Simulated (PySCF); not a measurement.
**`InChI=1S/C12H10O2SSi/c13-15(14)10-6-2-1-4-8(10)9-5-3-7-11(16)12(9)15/h1-7H,16H3`**

Cartesian coordinates in Å; atom numbers follow the order of the lines, from 1:
```xyz
26

O     0.706   -2.110    1.621
S     0.333   -1.667    0.303
O     0.581   -2.573   -0.788
C    -1.367   -1.078    0.279
C    -2.522   -1.796    0.478
C    -3.737   -1.123    0.413
C    -3.767    0.238    0.152
C    -2.596    0.953   -0.047
C    -1.376    0.290    0.017
C    -0.045    0.871   -0.165
C     0.270    2.198   -0.437
C     1.603    2.555   -0.575
C     2.614    1.616   -0.447
C     2.328    0.277   -0.175
Si    3.609   -1.102    0.025
C     0.995   -0.044   -0.043
H    -2.473   -2.854    0.679
H    -4.659   -1.663    0.565
H    -4.716    0.750    0.103
H    -2.635    2.012   -0.249
H    -0.505    2.942   -0.540
H     1.856    3.584   -0.786
H     3.644    1.919   -0.559
H     4.908   -0.442   -0.170
H     3.404   -2.096   -1.022
H     3.529   -1.633    1.381
```

Method used: TDDFT LC-wPBE/def2-SVPD excited states, vertical, gas phase (PySCF 2.14.0). Geometry: GFN2-xTB.

How strongly do the lowest singlets absorb one photon, and two photons of half the energy?

δ for parallel linear polarisation; σ at the peak of a Lorentzian of half width 0.1 eV, single beam; Ω is circular over linear.
| state | E (eV) | f | photon λ (nm) | δ (au) | σ (GM) | Ω | main |
| --- | --- | --- | --- | --- | --- | --- | --- |
| S1 | 4.74 | 0.091 | 523 | 12.8 | 0.11 | 1.48 | HOMO→LUMO 0.69, HOMO→LUMO+1 0.18 |
| S2 | 5.03 | 0.111 | 493 | 31.6 | 0.29 | 1.50 | HOMO→LUMO+1 0.44, HOMO→LUMO 0.21 |
| S3 | 5.32 | 0.000 | 466 | 37.7 | 0.39 | 1.04 | HOMO→LUMO+2 0.33, HOMO−2→LUMO 0.24 |
| S4 | 5.88 | 0.000 | 422 | <0.1 | 0.00 | – | HOMO−3→LUMO 0.79, HOMO−3→LUMO+1 0.13 |
| S5 | 6.04 | 0.399 | 410 | 1.6 | 0.02 | 1.04 | HOMO−1→LUMO 0.33, HOMO→LUMO+1 0.30 |

Among these, the strongest one-photon state is S5, the strongest two-photon state S3, with a dipole change of 0.2 D (relaxed, norm of the difference vector).
